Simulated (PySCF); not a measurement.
CH5N2 (SMILES NC=[NH2+]), charge +1, singlet, at a GFN2-xTB geometry; HF/3-21G (PySCF).

PySCF was given this input:
```python
from pyscf import gto, scf

mol = gto.M(
    atom='''
N     1.14797274    0.20018934    0.03700286
C     0.00000738   -0.40400940    0.15397542
N    -1.14797868    0.12474531   -0.16084144
H     1.21954645    1.14751701   -0.31697552
H     2.01157036   -0.25676282    0.29638706
H     0.00002593   -1.41964718    0.54105366
H    -1.21958691    1.06736807   -0.52715794
H    -2.01155856   -0.38896122   -0.05028975
''',
    basis='3-21g',
    charge=1,
    verbose=4,
)

mf = scf.RHF(mol)
mf.level_shift = 0.1
mf.max_cycle = 100
mf.kernel()
```

The log (banner, timings and long lists left out):

```
PySCF version 2.14.0

[INPUT] verbose = 4
[INPUT] num. atoms = 8
[INPUT] num. electrons = 24
[INPUT] charge = 1
[INPUT] spin (= nelec alpha-beta = 2S) = 0
[INPUT] symmetry False subgroup None
[INPUT] Mole.unit = angstrom
[INPUT] Symbol           X                Y                Z      unit          X                Y                Z       unit  Magmom
[INPUT]  1 N      1.147972740000   0.200189340000   0.037002860000 AA    2.169354077067   0.378303025657   0.069925271226 Bohr   0.0
[INPUT]  2 C      0.000007380000  -0.404009400000   0.153975420000 AA    0.000013946179  -0.763467117750   0.290971373715 Bohr   0.0
[INPUT]  3 N     -1.147978680000   0.124745310000  -0.160841440000 AA   -2.169365302040   0.235734471224  -0.303946271081 Bohr   0.0
[INPUT]  4 H      1.219546450000   1.147517010000  -0.316975520000 AA    2.304608786686   2.168492872180  -0.598996920992 Bohr   0.0
[INPUT]  5 H      2.011570360000  -0.256762820000   0.296387060000 AA    3.801317060693  -0.485211408771   0.560090370265 Bohr   0.0
[INPUT]  6 H      0.000025930000  -1.419647180000   0.541053660000 AA    0.000049000598  -2.682744363711   1.022443236094 Bohr   0.0
[INPUT]  7 H     -1.219586910000   1.067368070000  -0.527157940000 AA   -2.304685245005   2.017033326406  -0.996184130990 Bohr   0.0
[INPUT]  8 H     -2.011558560000  -0.388961220000  -0.050289750000 AA   -3.801294761924  -0.735030178877  -0.095033854373 Bohr   0.0

nuclear repulsion = 80.053964386181
number of shells = 25
number of NR pGTOs = 60
number of NR cGTOs = 37
basis = 3-21g
ecp = {}

******** <class 'pyscf.scf.hf.RHF'> ********
method = RHF
initial guess = minao
damping factor = 0
level_shift factor = 0.1
DIIS = <class 'pyscf.scf.diis.CDIIS'>
diis_start_cycle = 1
diis_space = 8
diis_damp = 0
SCF conv_tol = 1e-09
SCF conv_tol_grad = None
SCF max_cycles = 100
direct_scf = True
direct_scf_tol = 1e-13
Set gradient conv threshold to 3.16228e-05
Initial guess from minao.
init E= -149.479654838307
  HOMO = -0.213257806528889  LUMO = 0.181985935351057  gap/eV = 10.75513
cycle= 1 E= -148.579440083763  delta_E=  0.9  |g|= 0.444  |ddm|= 2.43
  HOMO = -0.700516787495311  LUMO = -0.0283243641094049  gap/eV = 18.29129
cycle= 2 E= -148.638526514419  delta_E= -0.0591  |g|= 0.127  |ddm|= 0.554
  HOMO = -0.643471865047692  LUMO = 0.0477810408741512  gap/eV = 18.80995
cycle= 3 E= -148.642541649565  delta_E= -0.00402  |g|= 0.0271  |ddm|= 0.124
  HOMO = -0.643915978384341  LUMO = 0.0458498771360181  gap/eV = 18.76948
cycle= 4 E= -148.642881048055  delta_E= -0.000339  |g|= 0.00529  |ddm|= 0.0501
  HOMO = -0.644177127012579  LUMO = 0.0462108471431  gap/eV = 18.78641
cycle= 5 E= -148.642899501051  delta_E= -1.85e-05  |g|= 0.00143  |ddm|= 0.0125
  HOMO = -0.64400007532304  LUMO = 0.0463253431717381  gap/eV = 18.78471
cycle= 6 E= -148.642900663033  delta_E= -1.16e-06  |g|= 0.000485  |ddm|= 0.00259
  HOMO = -0.64411735386421  LUMO = 0.0463373850241604  gap/eV = 18.78823
cycle= 7 E= -148.642900845517  delta_E= -1.82e-07  |g|= 0.00016  |ddm|= 0.000897
  HOMO = -0.644150238414168  LUMO = 0.046316369812613  gap/eV = 18.78855
cycle= 8 E= -148.64290086509  delta_E= -1.96e-08  |g|= 2.08e-05  |ddm|= 0.000329
  HOMO = -0.644152459926898  LUMO = 0.0463152842521515  gap/eV = 18.78858
cycle= 9 E= -148.64290086547  delta_E= -3.8e-10  |g|= 3.41e-06  |ddm|= 4.24e-05
  HOMO = -0.644152716829592  LUMO = -0.0536851365703179  gap/eV = 16.06744
Extra cycle  E= -148.642900865479  delta_E= -8.87e-12  |g|= 1.76e-06  |ddm|= 5.53e-06
converged SCF energy = -148.642900865479
```
